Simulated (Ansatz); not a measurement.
`C[Si](F)(F)C=O`. The species carries charge 0 and has multiplicity 1. The structure was optimised at the PBE0-D4/def2-TZVP level. It is one conformer, not always the lowest.

```xyz
10

C    -1.353    0.020    0.515
Si    0.055   -0.264   -0.624
F     0.204   -1.805   -0.992
F    -0.146    0.507   -2.001
C     1.729    0.309    0.107
O     1.769    0.794    1.212
H    -1.200   -0.523    1.450
H    -1.442    1.082    0.751
H    -2.288   -0.318    0.062
H     2.671    0.198   -0.480
```

(1) What is the dipole moment at PBE/def2-TZVPP? (Estimate.)

(2) And with r2SCAN, B3LYP, ωB97M-V? (Best estimate.)

(3) Give the Mulliken charges with PBE, B3LYP, ωB97M-V in def2-TZVPP. (An estimate is asked.)

Answers

(1) The calculation gave: 0.96 D, with components (-0.95, -0.10, 0.08) D in this frame, pointing from negative to positive charge.

(2) Ansatz gave: r2SCAN 0.98 D, B3LYP 0.95 D, ωB97M-V 0.96 D.

(3) Computed: 
```tsv
atom	PBE	B3LYP	ωB97M-V
C1	-0.39	-0.39	-0.45
Si2	0.71	0.83	0.82
F3	-0.27	-0.31	-0.30
F4	-0.27	-0.31	-0.30
C5	0.01	0.01	0.00
O6	-0.20	-0.24	-0.25
H7	0.12	0.12	0.14
H8	0.12	0.12	0.14
H9	0.12	0.11	0.13
H10	0.05	0.07	0.09
```

B3LYP here is the variant with VWN-RPA as its local correlation; programs differ in this.
